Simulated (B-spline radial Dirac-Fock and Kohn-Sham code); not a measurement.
## The M4-N67N67 Auger spectrum of Hf³⁺

System: Hf³⁺ in the configuration [Xe] 4f14 5d1.

Input of the calculation (task.json; shells as n, l, electrons):

```json
{"items": [{
  "Z": 72,
  "q": 3,
  "cfg": [[1, 0, 2], [2, 0, 2], [2, 1, 6], [3, 0, 2], [3, 1, 6], [3, 2, 10], [4, 0, 2], [4, 1, 6], [4, 2, 10], [4, 3, 14], [5, 0, 2], [5, 1, 6], [5, 2, 1]],
  "A": 180,
  "rrms": 5.347,
  "do": ["binding", "quiet", "double"]
}]}
```

Run with: `python xray_run.py task.json out`

These are calculated numbers from a B-spline atomic structure program; the model is Dirac-Fock energy differences between relaxed states, corrected for Breit and QED terms. The two-hole levels come from diagonalising the Coulomb interaction among the jj configurations; intensities are independent-particle Coulomb rates. Kinetic energies are from the vacuum level. Electron correlation is not included. Open outer shells are spectators and are not coupled to the holes.

| kinetic energy (eV) | J | leading jj holes (weight) | leading LS term (weight) | intensity (%) |
| --- | --- | --- | --- | --- |
| 1615.7 | 0 | N6N6 (0.68) | ¹S0 (0.94) | 0.6 |
| 1622.6 | 2 | N6N6 (0.50) | ³P2 (0.64) | 2.3 |
| 1622.8 | 1 | N6N7 (1.00) | ³P1 (1.00) | 0.4 |
| 1623.0 | 0 | N7N7 (0.68) | ³P0 (0.94) | 0.1 |
| 1623.5 | 6 | N6N7 (0.92) | ¹I6 (0.99) | 49.8 |
| 1624.6 | 2 | N7N7 (0.48) | ¹D2 (0.46) | 2.9 |
| 1626.1 | 4 | N6N6 (0.85) | ¹G4 (0.53) | 19.5 |
| 1627.1 | 2 | N7N7 (0.50) | ³F2 (0.78) | 0.3 |
| 1627.2 | 3 | N6N7 (1.00) | ³F3 (1.00) | 2.6 |
| 1627.6 | 4 | N6N7 (0.85) | ³H4 (0.54) | 8.4 |
| 1628.4 | 5 | N6N7 (1.00) | ³H5 (1.00) | 11.2 |
| 1628.9 | 4 | N7N7 (0.99) | ³F4 (0.56) | 0.1 |
| 1629.9 | 6 | N7N7 (0.92) | ³H6 (0.99) | 1.9 |

The strongest line, by its leading LS label ¹I6, lies at 1623.5 eV. The mean weight of the leading component is 0.80 in jj and 0.80 in LS coupling, so LS labels describe these levels better.
